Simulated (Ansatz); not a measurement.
Total energies of ClH₅N₃Nb, SMILES `[NH]=[Nb]([NH2])([NH2])[Cl]`.

Z-matrix (Å, degrees):
```
Nb
N 1 1.969
N 1 1.969 2 112.2
N 1 1.740 2 105.3 3 -114.1
Cl 1 2.336 2 110.3 3 123.4
H 2 1.008 1 126.1 3 115.1
H 2 1.011 1 123.7 3 -58.9
H 3 1.011 1 123.7 2 58.9
H 3 1.008 1 126.1 2 -115.1
H 4 1.009 1 169.5 2 -120.6
```

The species carries charge 0 and has multiplicity 1. Correlated methods include outer-core shells of Nb, which these sets cover unevenly. Nb takes the def2 core potential. All single points use the PBE0-D4/def2-TZVP geometry. It is one conformer, not always the lowest. Basis def2-TZVPP, the Gaussian-basis code of Ansatz.

RPA on PBE orbitals: Hartree–Fock energy of these orbitals -682.29298 Eh, correlation -1.98457 Eh (frozen core).

| functional | energy without D4 (Eh) | D4 term (kJ/mol) |
| --- | --- | --- |
| PBE | -684.36360 | -25.2 |
| revPBE | -684.63962 | -64.1 |

(1) Give the same for LDA (SPW92), BLYP, r2SCAN, B97M-V, PBE0, B3LYP, r2SCANh, r2SCAN0, HSE06 (plane-wave form), BHLYP, CAM-B3LYP, LC-ωPBE, ωB97X-V, ωB97M-V, B2PLYP, PBE-QIDH. (Best estimate.)

B3LYP takes the VWN-RPA correlation (the form of Gaussian; ORCA's B3LYP/G). HSE06 is the plane-wave form, built on full-range PBE exchange. The double hybrids freeze the cores in their second-order part.

Answers

(1) Ansatz gave: 
```tsv
functional	energy without D4 (Eh)	D4 term (kJ/mol)
LDA (SPW92)	-681.77416	–
BLYP	-684.64961	-52.9
r2SCAN	-684.63457	-6.3
B97M-V	-684.58050	–
PBE0	-684.35796	-21.7
B3LYP	-684.75606	-40.5
r2SCANh	-684.59871	-6.8
r2SCAN0	-684.54667	-7.6
HSE06 (plane-wave form)	-684.34116	-20.5
BHLYP	-684.49367	-33.9
CAM-B3LYP	-684.60894	-22.4
LC-ωPBE	-684.48831	–
ωB97X-V	-684.54797	–
ωB97M-V	-684.53284	–
B2PLYP	-684.38118	–
PBE-QIDH	-684.19571	–
```

LC-ωPBE has ω = 0.4 bohr⁻¹.
